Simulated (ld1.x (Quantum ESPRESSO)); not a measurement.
# Logarithmic derivatives: P, TM semilocal

phosphorus, norm-conserving Troullier–Martins (semilocal form), made with ld1.x (Quantum ESPRESSO) 7.5 (PBEsol, scalar-relativistic). Core [Ne], reference 3s2 3p3. Waves: 3p (bound): rc 1.40 bohr; 3s (bound): rc 1.35 bohr. Local part: the s channel. Core correction: none.

The phase is arctan(r·u′/u) with u = r·R(r), unwrapped; energies in Ry, scanned from -3 to 5 Ry. A pole is an energy at which the radial function vanishes at the test radius. The pseudo phase is shifted by a multiple of π to meet the all-electron one at the reference energy, and phase errors are pseudo minus all-electron; the curves can meet again beyond the range given. Levels narrower than the energy grid can be missing from the lists of poles.

| channel | radius (bohr) | reference energy (Ry) | poles, all-electron | poles, pseudo | unbroken range about the reference energy with phases within 0.05 rad | phase error 1 Ry above the reference energy (rad) |
| --- | --- | --- | --- | --- | --- | --- |
| s | 1.55 | -1.02 | none | 4.39 | the whole range | -0.008 |
| p | 1.55 | -0.40 | none | none | the whole range | -0.013 |

Phases in the p channel:

```json
{"E (Ry)": "-3.00", "all-electron": "1.123", "pseudo": "1.115"}
{"E (Ry)": "-2.52", "all-electron": "1.072", "pseudo": "1.065"}
{"E (Ry)": "-2.04", "all-electron": "1.005", "pseudo": "1.000"}
{"E (Ry)": "-1.56", "all-electron": "0.913", "pseudo": "0.909"}
{"E (Ry)": "-1.08", "all-electron": "0.781", "pseudo": "0.779"}
{"E (Ry)": "-0.60", "all-electron": "0.583", "pseudo": "0.583"}
{"E (Ry)": "-0.12", "all-electron": "0.286", "pseudo": "0.285"}
{"E (Ry)": "0.36", "all-electron": "-0.114", "pseudo": "-0.121"}
{"E (Ry)": "0.84", "all-electron": "-0.522", "pseudo": "-0.541"}
{"E (Ry)": "1.32", "all-electron": "-0.836", "pseudo": "-0.862"}
{"E (Ry)": "1.80", "all-electron": "-1.046", "pseudo": "-1.076"}
{"E (Ry)": "2.28", "all-electron": "-1.187", "pseudo": "-1.218"}
{"E (Ry)": "2.76", "all-electron": "-1.285", "pseudo": "-1.318"}
{"E (Ry)": "3.24", "all-electron": "-1.356", "pseudo": "-1.391"}
{"E (Ry)": "3.72", "all-electron": "-1.411", "pseudo": "-1.448"}
{"E (Ry)": "4.20", "all-electron": "-1.454", "pseudo": "-1.494"}
{"E (Ry)": "4.68", "all-electron": "-1.490", "pseudo": "-1.533"}
```
